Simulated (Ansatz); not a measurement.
Born–Oppenheimer molecular dynamics of BCl2H4N (8 atoms, charge 0, multiplicity 1). It starts at the highest image of a converged band. Of that band: Neighbouring images differ by up to 1.5 eV, so the band resolves the path poorly. A vibrational analysis at the climbing image gives one clearly imaginary mode, 1852i cm⁻¹: a first-order saddle point.

These are results of RHF/def2-SVP (Ansatz), not measurements.

```
ensemble                      : NVE (velocity Verlet)
time step                     : 0.5 fs
steps asked                   : 200
starting velocities drawn for : 300 K
seed                          : 7438
```

First frame:

```xyz
8
Properties=species:S:1:pos:R:3
B -0.095 0.279 0.245
N -0.073 0.111 1.778
H -0.842 -0.389 2.186
H 0.809 -0.138 2.187
Cl 1.509 0.017 -0.556
Cl -1.574 -0.401 -0.550
H -0.281 1.646 0.249
H -0.244 1.330 1.191
```

Problem. How far do the bonds stretch over the last three quarters of this one trajectory? (Pairs bonded in most of those frames.)

Solution. 
```tsv
bond	mean (Å)	spread (Å)	shortest	longest
B1–Cl5	1.843	0.095	1.66	1.96
B1–Cl6	1.844	0.098	1.66	1.96
B1–H7	1.207	0.079	1.08	1.32
N2–H3	1.022	0.058	0.92	1.14
N2–H4	1.020	0.050	0.91	1.13
N2–H8	1.026	0.066	0.90	1.15
```

Pairs bonded in part of these frames only: B1–N2 19 %.

Mean temperature of the second half: 1449 K. The conserved energy stayed within 1.3 meV per atom of its start (net change -0.43 meV per atom), so the integration is sound. The kinetic energy rose, since the run started high on the potential surface and went downhill. A run of 0.1 ps of so small a system gives no equilibrium averages. The orbitals stay closed-shell, which can raise the energy where a bond breaks towards radicals; this wasn't checked here.

Run time: 3.8 min on 1 thread of Arm Neoverse V2, on a shared host, peak memory 0.15 GiB.
